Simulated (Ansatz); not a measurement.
Geometry optimisation, RKS B3LYP-D4/def2-SVP (Ansatz).

The input (input.yaml):

```yaml
crystal:
  periodic: [false, false, false]
  atoms:
    - { symbol: B, position_ang: [-0.0497, 1.33122, -0.31103] }
    - { symbol: C, position_ang: [0.1924, 0.09089, 0.39596] }
    - { symbol: B, position_ang: [-0.0691, -1.3843, 0.004] }
    - { symbol: F, position_ang: [0.74546, -2.18202, -0.57494] }
    - { symbol: H, position_ang: [-1.00548, 1.89478, 0.07738] }
    - { symbol: H, position_ang: [0.48697, 1.86497, -1.19804] }
    - { symbol: H, position_ang: [0.71588, 0.13047, 1.35531] }
    - { symbol: H, position_ang: [-1.15981, -1.73394, 0.30161] }
total_charge: 1
basis:
  gaussian: { orbitals: def2-SVP }
hamiltonian:
  xc: b3lyp
  dispersion: d4
relax:
  f_tol: 0.015
  max_steps: 40
output:
  orbitals: {}
```

Run as:

```bash
$ ansatz run input.yaml --threads 1 --pin off --max-ram 2048MiB --backend cpu --events-out ev --progress --plain --runs-dir out
```

Task: Where does it end, and by what steps?

Result: It converged. After 37 steps the energy has fallen by 1.639 eV; H6 moved furthest, 1.87 Å. Parted: B1–H6 (1.17 → 2.07 Å). Joined: C2–H6 (2.40 → 1.12 Å).

| step | energy less start (eV) | largest force component (eV/Å) | accepted |
| --- | --- | --- | --- |
| 0 | 0.0000 | 1.433 | yes |
| 2 | -0.2470 | 0.598 | yes |
| 4 | -0.2818 | 0.128 | yes |
| 6 | -0.2840 | 0.048 | yes |
| 8 | -0.2904 | 0.177 | yes |
| 10 | -0.3019 | 0.327 | yes |
| 12 | -0.3527 | 0.309 | yes |
| 14 | -0.7219 | 0.887 | yes |
| 16 | -1.3598 | 1.789 | yes |
| 18 | -1.5735 | 0.473 | yes |
| 20 | -1.6168 | 0.365 | yes |
| 22 | -1.6293 | 0.084 | yes |
| 24 | -1.6320 | 0.147 | yes |
| 26 | -1.6353 | 0.056 | yes |
| 28 | -1.6367 | 0.193 | yes |
| 30 | -1.6378 | 0.070 | yes |
| 32 | -1.6384 | 0.047 | yes |
| 34 | -1.6387 | 0.025 | yes |
| 36 | -1.6387 | 0.018 | yes |
| 37 | -1.6387 | 0.008 | yes |

```xyz
8
Properties=species:S:1:pos:R:3
B -0.569 1.329 -0.229
C 0.349 0.343 0.288
B -0.043 -1.224 -0.046
F -0.075 -1.548 -1.302
H -1.349 2.113 -0.661
H 1.328 0.508 -0.224
H 0.477 0.487 1.383
H -0.260 -1.995 0.842
```

Whether the end is a true minimum wasn't checked by a vibrational analysis.

The run took 86 s on 1 thread of Arm Neoverse V1, on a shared host, peak memory 0.14 GiB.
